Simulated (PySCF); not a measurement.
The group X on SiH2Cl-X is varied. All species are isolated molecules in the gas phase. One relaxed conformer stands for each flexible species; it need not be the lowest. Strings in code marks are SMILES.

Level of theory: PBE0-D4/def2-TZVP (PySCF 2.14.0). All candidates: neutral, multiplicity 1. Excitations are Tamm–Dancoff values on a coarser integration grid. The basis has no diffuse functions, so Rydberg states are missing or too high.

```yaml
T1 excitation (TDA): 4.22 eV
HOMO: -8.37 eV
LUMO: -0.92 eV
```

Question: Name which member has these values.
A) `C=C[SiH2]Cl` (C–C–Si–Cl torsion 119°)
B) `Cl[SiH2][GeH3]`
C) `Cl[SiH2]I`
D) `[SiH3]O[SiH2]Cl` (Si–O–Si–Cl torsion 41°)

Answer: A, `C=C[SiH2]Cl` (C–C–Si–Cl torsion 119°). The others give `[SiH3]O[SiH2]Cl` (Si–O–Si–Cl torsion 41°): 6.96 eV, -8.80 eV, -0.12 eV; `Cl[SiH2][GeH3]`: 5.67 eV, -8.15 eV, -0.44 eV; `Cl[SiH2]I`: 5.16 eV, -7.95 eV, -0.90 eV
